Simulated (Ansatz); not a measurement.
Ansatz (a program for electronic structure) input:

Ansatz 0.2 input:
```yaml
crystal:
  periodic: [false, false, false]
  atoms:
    - {symbol: K, position_ang: [-0.00000000, -0.00000000, -2.51529452]}
    - {symbol: K, position_ang: [0.00000000, 0.00000000, 2.51529452]}
basis:
  gaussian:
    orbitals: def2-TZVPD
hamiltonian:
  xc: {name: PBE}
```

Which total energy does the run end on?

-1199.39663 Eh (PBE/def2-TZVPD). The basis has 72 functions.

This state (charge 0, singlet) is run at the relaxed geometry of the species with charge 1 and multiplicity 2.
